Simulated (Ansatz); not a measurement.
Total energies of MoO₄H₂ (the lowest singlet isomer of a short search) from Ansatz at PBE-D4/def2-TZVPD, gas phase (1 Eh = 27.2114 eV = 2625.5 kJ/mol). The reference geometry is relaxed at PBE-D4/def2-SVP.

```xyz
7

Mo    0.017    0.031   -0.244
O    -0.578    1.134   -1.370
O     0.693   -1.519   -1.104
O     1.767   -0.754   -0.544
O    -1.079   -0.255    1.246
H    -1.879    0.241    1.506
H     1.059    1.122    0.509
```

| state | geometry | energy (Eh) |
| --- | --- | --- |
| charge 0 singlet | reference | -370.24419 |
| charge -1 doublet | reference | -370.27518 |
| free Mo atom (septet) | – | -68.12409 |
| free O atom (triplet) | – | -75.01069 |
| free H atom (doublet) | – | -0.49962 |

In the def2 sets Mo takes a core potential; there is no spin–orbit coupling. The structure holds one bond between oxygen atoms, so isomers without such links may lie far lower.

**Question.** Work out the vertical electron affinity, to the doublet.

**Answer.** E(charge 0 singlet) − E(charge -1 doublet) = -370.24419 − (-370.27518) = 0.03099 Eh = 0.84 eV.

**Question.** What is the binding energy per atom against free atoms?

**Answer.** Atoms: 1 × (-68.12409) + 4 × (-75.01069) + 2 × (-0.49962) = -369.16609 Eh. Binding: -369.16609 − (-370.24419) = 1.07810 Eh = 29.34 eV, or 4.19 eV for each of 7 atoms (no zero-point energy, no counterpoise term).

At PBE-D4/def2-TZVPD the highest occupied level of the charge -1 doublet lies above zero (up to 2.18 eV). By energy differences its removal costs 0.84 eV (vertical, to the charge 0 singlet, at PBE-D4/def2-TZVPD); a positive level beside a positive removal energy at the same level points to self-interaction error. 

The structure comes from a short search, and lower isomers may exist.
